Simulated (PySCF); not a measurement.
## Electron correlation in Ir (iridium, neutral)

Starting occupation: [Xe] 4f14 5d7 6s2, 5d3/2 with m_j = -3/2, -1/2, +1/2, +3/2, 5d5/2 with m_j = +1/2, +3/2, +5/2. Computed with PySCF 2.14 in x2c-QZVPPall-2c (16s16p12d7f2g, 191 functions), with X2C-1e with screened-nucleus spin-orbit coupling, Gaussian nucleus. Frozen: [Kr] 4d10 4f14; 17 electrons correlated; the 58 highest virtual spinors left out.

MP2 pair energies summed by pair of shells (mhartree):

| pair | energy | share (%) |
| --- | --- | --- |
| 5d-5p | -160.22 | 29.5 |
| 5d-5d | -145.83 | 26.9 |
| 5d-6s | -79.39 | 14.6 |
| 5p-5p | -60.53 | 11.2 |
| 5p-5s | -28.10 | 5.2 |
| 5d-5s | -23.04 | 4.2 |
| 5p-6s | -20.45 | 3.8 |
| 6s-6s | -19.17 | 3.5 |
| 5s-5s | -4.36 | 0.8 |
| 5s-6s | -1.34 | 0.2 |

Total MP2 correlation energy: -542.42 mhartree.

The GHF reference relaxed away from the jj start to a determinant that is no pure jj level (⟨S²⟩ = 3.61, ⟨J²⟩ = 24.78); the energies belong to that determinant.

This basis was not built for core-valence correlation, so the inner-shell part is incomplete.
